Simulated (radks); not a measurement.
The numbers below are computed, except where a source is named.
Species: In XXII. Configuration: [Ar] 3d10. Level of theory: scalar-relativistic Kohn-Sham, BLYP, spin-polarised, spherical densities, point nucleus (a radial shooting solver on a logarithmic mesh with Libxc functionals).

Unscreened Slater integrals over Kohn-Sham orbitals (eV). They are taken over the spin-up orbitals. Empty in this configuration: 4s.

integral,value
"F0(3d,3d)",78.502
"F2(3d,3d)",39.479
"F4(3d,3d)",25.272
"F0(3d,3p)",74.385
"F2(3d,3p)",36.017
"G1(3d,3p)",40.819
"G3(3d,3p)",26.442
"F0(3d,3s)",73.913
"G2(3d,3s)",30.989
"F0(3d,2p)",101.93
"F2(3d,2p)",27.406
"G1(3d,2p)",24.028
"G3(3d,2p)",13.779
"F0(3d,4s)",42.002
"G2(3d,4s)",3.9381
"F0(3p,3p)",71.926
"F2(3p,3p)",36.288
"F0(3p,3s)",71.474
"G1(3p,3s)",46.970
"F0(3p,2p)",96.187
"F2(3p,2p)",22.219
"G0(3p,2p)",8.7135
"G2(3p,2p)",9.4327
"F0(3p,4s)",41.472
"G1(3p,4s)",4.0359
"F0(3s,3s)",71.158
"F0(3s,2p)",93.887
"G1(3s,2p)",8.7212
"F0(3s,4s)",41.387
"G0(3s,4s)",3.0353
"F0(2p,2p)",221.65
"F2(2p,2p)",105.02
"F0(2p,4s)",46.929
"G1(2p,4s)",2.1377
"F0(4s,4s)",33.377
